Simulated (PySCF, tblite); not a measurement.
C6H12N (doublet state).
Numbering: `[CH3:1][CH:2]([CH3:3])[CH2:4][CH2:5][CH:6]=[N:7]` (hydrogens: H8, H9, H10 on C1; H11 on C2; H12, H13, H14 on C3; H15, H16 on C4; H17, H18 on C5; H19 on C6)

Structure optimised with GFN2-xTB, isolated species. This method treats the open shell by occupation alone, without spin polarisation.

Task: List the bond lengths, angles and torsions at this level.

Result: 
```csv
bond,length (Å)
"C1–C2, C2–C3",1.527
C2–C4,1.534
C4–C5,1.526
C5–C6,1.519
C6=N7,1.217
C1–H8 and 5 like bonds,1.088
C2–H11,1.096
"C4–H15, C4–H16",1.094
"C5–H17, C5–H18",1.091
C6–H19,1.101
```

Bonds in one row agree within 0.01 Å and their mean is given. A selection of angles:
```csv
angle,degrees
C2–C1–H8,110.0
C2–C1–H9,111.1
H8–C1–H9,107.9
H9–C1–H10,108.9
C1–C2–C3,110.2
C1–C2–C4,111.8
C1–C2–H11,108.3
C3–C2–C4,109.4
C3–C2–H11,108.6
C4–C2–H11,108.4
C2–C4–C5,113.9
C2–C4–H15,108.7
C5–C4–H15,109.1
C5–C4–H16,108.4
H15–C4–H16,107.6
C4–C5–C6,111.1
C4–C5–H17,109.8
C4–C5–H18,111.4
C6–C5–H17,107.0
C6–C5–H18,108.7
H17–C5–H18,108.7
C5–C6–N7,127.2
C5–C6–H19,111.4
N7–C6–H19,121.4
```

Dihedral angles: C1–C2–C4–C5 64° (synclinal); C2–C4–C5–C6 57° (synclinal); C4–C5–C6–N7 -127° (anticlinal). The mirror-image conformer, all signs reversed, is as good.

Of the pairs four or more bonds apart, C6···H11 is among the closest relative to their van der Waals radii: 2.61 Å, 90 % of the sum of Bondi's values. C6 (carbon bonded to C, N and H) is planar (angles 127.2°, 121.4° and 111.4°, sum 360.0°, 0.00 Å off the plane of its three neighbours).

Point group: C1 (no symmetry element, even within 0.4 Å). Its GFN2-xTB frequencies are all real (lowest 36 cm⁻¹). 3 starts were optimised and ended at 0.00, 1.31 and 1.36 kcal/mol (GFN2-xTB); the lowest of these is shown.

The numbers are calculated, not measured.
